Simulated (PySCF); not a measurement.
Si(F)3(SiH3), SMILES F[Si]([SiH3])(F)F (B3LYP/def2-SVP optimised geometry):

```
8

F     -0.727    -0.672    -3.267
Si    -1.244    -1.406    -1.928
F     -2.855    -1.436    -1.999
F     -0.743    -2.935    -2.010
Si    -0.488    -0.332     0.000
H     -1.001     1.066     0.000
H      1.001    -0.332     0.000
H     -1.001    -1.066     1.190
```

Method: B3LYP/def2-TZVP (PySCF).

What are the frontier orbital energies and the dipole moment?

HOMO-2 -10.36 eV, HOMO-1 -10.35 eV, HOMO -9.30 eV, LUMO -0.62 eV, LUMO+1 -0.61 eV; dipole moment 2.33 D.

On the same geometry PBE/def2-TZVP (PySCF) gives HOMO-2 -9.17 eV, HOMO-1 -9.17 eV, HOMO -8.17 eV, LUMO -1.29 eV, LUMO+1 -1.28 eV; dipole moment 2.18 D.

Meta-Löwdin charges at B3LYP/def2-TZVP: F1 -0.49, Si2 1.46, F3 -0.49, F4 -0.49, Si5 0.20, H6 -0.06, H7 -0.06, H8 -0.06.
